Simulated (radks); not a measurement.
Rb8+, 29 electrons, occupied as [Ar] 3d10 4s1. Method: scalar-relativistic Kohn-Sham, LDA (Slater exchange, VWN5 correlation), spin-polarised, spherical densities, finite nucleus; open shells are filled with parallel spins first (spin-orbit coupling, left out, can overturn this in heavy ions); Fermi nuclear charge, rms radius 4.2036 fm; computed with a radial shooting solver on a logarithmic mesh with Libxc functionals.

Unscreened Slater integrals over Kohn-Sham orbitals (hartree). They are taken over the spin-up orbitals.

| integral | value |
|---|---|
| F0(4s,4s) | 0.72172 |
| F0(4s,3d) | 0.90734 |
| G2(4s,3d) | 0.087797 |
| F0(4s,3p) | 0.90709 |
| G1(4s,3p) | 0.078413 |
| F0(4s,3s) | 0.90831 |
| G0(4s,3s) | 0.058334 |
| F0(3d,3d) | 1.7720 |
| F2(3d,3d) | 0.86030 |
| F4(3d,3d) | 0.54373 |
| F0(3d,3p) | 1.7499 |
| F2(3d,3p) | 0.84397 |
| G1(3d,3p) | 1.0073 |
| G3(3d,3p) | 0.63093 |
| F0(3d,3s) | 1.7589 |
| G2(3d,3s) | 0.76782 |
| F0(3p,3p) | 1.7481 |
| F2(3p,3p) | 0.87816 |
| F0(3p,3s) | 1.7561 |
| G1(3p,3s) | 1.1601 |
| F0(3s,3s) | 1.7664 |
